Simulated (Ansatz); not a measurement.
Geometry optimisation, Ansatz, DFT LDA, scalar-relativistic, plane waves, PAW.

input.yaml

```yaml
crystal:
  lattice:
    - [10.86, 0.0, 0.0]
    - [0.0, 10.86, 0.0]
    - [0.0, 0.0, 10.86]
  atoms:
    - { symbol: Ga, position: [0.4961732, -0.0014737, 0.0041811], spin: 1.0 }
    - { symbol: Si, position: [0.6296528, 0.1229872, 0.1263549] }
    - { symbol: Si, position: [0.7502859, 0.2527841, 0.0015663] }
    - { symbol: Si, position: [0.8759884, 0.3736897, 0.1271828] }
    - { symbol: Si, position: [0.7520934, -0.0003204, 0.2454226] }
    - { symbol: Si, position: [0.877524, 0.1232532, 0.3786007] }
    - { symbol: Si, position: [2.7e-05, 0.0032384, 0.0012957] }
    - { symbol: Si, position: [0.1230677, 0.1226219, 0.1269537] }
    - { symbol: Si, position: [0.2486675, 0.2501058, 0.0034389] }
    - { symbol: Si, position: [0.3728425, 0.3754741, 0.1214096] }
    - { symbol: Si, position: [0.498088, 0.497973, -0.0045039] }
    - { symbol: Si, position: [0.6267619, 0.6235855, 0.1291798] }
    - { symbol: Si, position: [0.749403, 0.7520773, 0.0006747] }
    - { symbol: Si, position: [0.8822632, 0.8672132, 0.1265874] }
    - { symbol: Si, position: [0.2508014, 0.0075618, 0.247335] }
    - { symbol: Si, position: [0.3777384, 0.128548, 0.3776388] }
    - { symbol: Si, position: [0.5001255, 0.2566997, 0.2454331] }
    - { symbol: Si, position: [0.6250232, 0.371079, 0.3777958] }
    - { symbol: Si, position: [0.7509676, 0.5048358, 0.2453645] }
    - { symbol: Si, position: [0.8752146, 0.6253928, 0.3767798] }
    - { symbol: Si, position: [0.4972095, 0.0001237, 0.5018226] }
    - { symbol: Si, position: [0.6282376, 0.1218999, 0.6247538] }
    - { symbol: Si, position: [0.7522347, 0.2491008, 0.4975866] }
    - { symbol: Si, position: [0.8741739, 0.3726517, 0.6290531] }
    - { symbol: Si, position: [0.7516196, -0.001508, 0.7543036] }
    - { symbol: Si, position: [0.8740038, 0.1258314, 0.8744999] }
    - { symbol: Si, position: [0.0003467, 0.4980615, -0.0022706] }
    - { symbol: Si, position: [0.1281705, 0.6220749, 0.1226417] }
    - { symbol: Si, position: [0.2480257, 0.7487305, 0.0001165] }
    - { symbol: Si, position: [0.3718747, 0.8769539, 0.1251775] }
    - { symbol: Si, position: [0.0017609, 0.2522119, 0.2477507] }
    - { symbol: Si, position: [0.1232661, 0.3716768, 0.3726997] }
    - { symbol: Si, position: [0.2501616, 0.4971384, 0.2487237] }
    - { symbol: Si, position: [0.3762613, 0.6210436, 0.3721689] }
    - { symbol: Si, position: [0.4986592, 0.7523328, 0.2519318] }
    - { symbol: Si, position: [0.6285557, 0.8722372, 0.3743048] }
    - { symbol: Si, position: [-0.0037632, -0.0001971, 0.5022829] }
    - { symbol: Si, position: [0.122482, 0.1295912, 0.6218731] }
    - { symbol: Si, position: [0.2558072, 0.2483391, 0.4995199] }
    - { symbol: Si, position: [0.3772606, 0.3731922, 0.6218106] }
    - { symbol: Si, position: [0.5017052, 0.5037857, 0.5010286] }
    - { symbol: Si, position: [0.6317677, 0.6224202, 0.6242401] }
    - { symbol: Si, position: [0.7520412, 0.7446393, 0.5039189] }
    - { symbol: Si, position: [0.8778865, 0.8818135, 0.6289088] }
    - { symbol: Si, position: [0.2542404, 0.0024967, 0.7502573] }
    - { symbol: Si, position: [0.5015509, 0.2464967, 0.748631] }
    - { symbol: Si, position: [0.6299169, 0.3762354, 0.8724653] }
    - { symbol: Si, position: [0.7489645, 0.5012209, 0.7492041] }
    - { symbol: Si, position: [0.8731325, 0.625844, 0.8768761] }
    - { symbol: Si, position: [0.0011039, 0.7539986, 0.2487957] }
    - { symbol: Si, position: [0.1251204, 0.8756144, 0.3742028] }
    - { symbol: Si, position: [0.0009084, 0.4979548, 0.4981078] }
    - { symbol: Si, position: [0.1236006, 0.624834, 0.6270202] }
    - { symbol: Si, position: [0.2494735, 0.7451111, 0.498952] }
    - { symbol: Si, position: [0.375422, 0.8727768, 0.6247621] }
    - { symbol: Si, position: [0.0034523, 0.2510802, 0.7449226] }
    - { symbol: Si, position: [0.1257644, 0.3727675, 0.8758834] }
    - { symbol: Si, position: [0.2546572, 0.4997015, 0.7506358] }
    - { symbol: Si, position: [0.375591, 0.6276864, 0.8733109] }
    - { symbol: Si, position: [0.503859, 0.7444097, 0.7472492] }
    - { symbol: Si, position: [0.6262876, 0.8675171, 0.8826069] }
    - { symbol: Si, position: [-0.0006627, 0.7479469, 0.7463623] }
    - { symbol: Si, position: [0.125013, 0.8747712, 0.8751659] }
magnetization:
  spin_polarized: true
basis:
  ecutwfc: 420.0
kpoints:
  mp_grid: { grid: [1, 1, 1] }
hamiltonian:
  xc: lda
  pseudopotentials: { kind: paw, azcp: { folder: soft_1 } }
scf:
  occupations: { method: gaussian, width: 0.05 }
  lower_state_search: "off"
relax:
  f_tol: 0.03
  max_steps: 60
  adjacent_minimum: "off"
```

Command:

```bash
$ ansatz run input.yaml --threads 4 --pin off --max-ram 10240MiB --backend cpu --events-out ev --progress --plain --runs-dir out
```

Q: Where does it end, and by what steps?

A: The forces met the threshold. Limits of this set-up: coarse k mesh, PAW files made for another functional. After 6 steps the energy has fallen by 1.204 eV; Si61 moved furthest, 0.18 Å.

| step | energy less start (eV) | largest force component (eV/Å) | accepted |
| --- | --- | --- | --- |
| 0 | 0.0000 | 1.566 | yes |
| 1 | -1.0942 | 0.470 | yes |
| 2 | -1.1421 | 0.367 | yes |
| 3 | -1.1792 | 0.141 | yes |
| 4 | -1.2001 | 0.052 | yes |
| 5 | -1.2021 | 0.047 | yes |
| 6 | -1.2036 | 0.012 | yes |

```xyz
63
Lattice="10.8600 0.0000 0.0000 0.0000 10.8600 0.0000 0.0000 0.0000 10.8600" Properties=species:S:1:pos:R:3
Ga 5.514 -0.081 0.079
Si 6.806 1.431 1.367
Si 8.176 2.732 0.002
Si 9.527 4.086 1.355
Si 8.139 0.006 2.699
Si 9.512 1.361 4.071
Si 0.001 0.000 -0.005
Si 1.376 1.332 1.352
Si 2.732 2.702 0.010
Si 4.103 4.059 1.351
Si 5.434 5.434 -0.006
Si 6.789 6.792 1.348
Si 8.137 8.158 -0.011
Si 9.502 9.506 1.349
Si 2.702 -0.007 2.738
Si 4.081 1.354 4.073
Si 5.442 2.733 2.737
Si 6.796 4.086 4.088
Si 8.147 5.437 2.707
Si 9.507 6.788 4.067
Si 5.434 0.001 5.421
Si 6.792 1.332 6.796
Si 8.148 2.729 5.437
Si 9.525 4.063 6.792
Si 8.176 -0.008 8.123
Si 9.513 1.353 9.501
Si 0.005 5.429 -0.009
Si 1.349 6.767 1.355
Si 2.702 8.118 0.002
Si 4.003 9.488 1.367
Si 0.017 2.730 2.707
Si 1.372 4.064 4.085
Si 2.706 5.418 2.708
Si 4.076 6.785 4.071
Si 5.430 8.157 2.698
Si 6.789 9.507 4.063
Si 0.006 0.004 5.426
Si 1.390 1.346 6.811
Si 2.730 2.704 5.439
Si 4.088 4.046 6.810
Si 5.431 5.428 5.427
Si 6.796 6.767 6.769
Si 8.147 8.148 5.418
Si 9.527 9.500 6.769
Si 2.734 -0.013 8.155
Si 5.452 2.704 8.151
Si 6.792 4.060 9.523
Si 8.148 5.418 8.126
Si 9.510 6.786 9.494
Si -0.001 8.148 2.707
Si 1.349 9.499 4.088
Si 0.002 5.432 5.423
Si 1.372 6.770 6.792
Si 2.706 8.147 5.438
Si 4.103 9.505 6.797
Si 0.019 2.704 8.151
Si 1.390 4.046 9.509
Si 2.731 5.416 8.152
Si 4.082 6.783 9.501
Si 5.443 8.119 8.122
Si 6.804 9.491 9.425
Si 0.018 8.148 8.125
Si 1.376 9.504 9.523
```

Time of the run: 50 s on 4 threads of Arm Neoverse V2, on a shared host, peak memory 1.5 GiB.
